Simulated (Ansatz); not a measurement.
Clusters of 4 atoms, II-VI: gap (eV) at several levels, gas phase, relaxed structures; Ansatz. Clusters are the lowest isomers that short searches found in that spin, judged at the geometry's level. Core potentials for Ba, Te in the def2 sets, no spin–orbit coupling. HOMO and LUMO are taken over both spins. Singlets are spin-restricted. A dash marks a value that wasn't run or was left out as unsound. The structures are stationary points that may keep the symmetry of their start.

| species | state | geometry | PBE-D4/def2-TZVP | PBE-D4/def2-TZVPD | r2SCAN-D4/def2-TZVPD | PBE0-D4/def2-SVP | PBE0-D4/def2-TZVP |
| --- | --- | --- | --- | --- | --- | --- | --- |
| Ba2S2⁺ | doublet | PBE-D4/def2-SVP | 0.86 | – | – | 2.65 | 2.72 |
| Ba2O2 | singlet | PBE0-D4/def2-TZVP | 2.47 | 2.50 | 3.04 | 4.20 | 4.14 |
| Mg2O2 | singlet | PBE0-D4/def2-TZVP | 1.37 | 1.42 | 1.95 | 3.28 | 3.40 |
| Be2Te2 | singlet | PBE0-D4/def2-TZVP | 1.69 | 1.69 | 2.19 | 3.17 | 3.30 |
| Mg2Se2 | singlet | r2SCAN-D4/def2-SVP | 1.64 | 1.65 | 2.15 | 3.13 | 3.24 |
| Ca2O2 | singlet | PBE0-D4/def2-TZVP | 2.03 | 2.06 | 2.65 | 3.64 | 3.73 |
| Zn2Se2 | singlet | B3LYP-D4/def2-SVP | 1.51 | 1.52 | 1.89 | 3.26 | 3.23 |
| Ca2Se2 | singlet | PBE0-D4/def2-SVP | 2.13 | 2.15 | 2.77 | 3.49 | 3.53 |

(1) Estimate the column for PBE-D4/def2-SVP.

(1) Ba2S2⁺ 0.80; Ba2O2 2.53; Mg2O2 1.24; Be2Te2 1.57; Mg2Se2 1.53; Ca2O2 1.89; Zn2Se2 1.50; Ca2Se2 2.06.

Over the 7 species that have every level, the mean is 1.76 at PBE-D4/def2-SVP, 1.83 at PBE-D4/def2-TZVP, 1.86 at PBE-D4/def2-TZVPD, 2.38 at r2SCAN-D4/def2-TZVPD, 3.45 at PBE0-D4/def2-SVP, 3.51 at PBE0-D4/def2-TZVP. Orbital gaps grow with the share of exact exchange and aren't one observable across functionals.
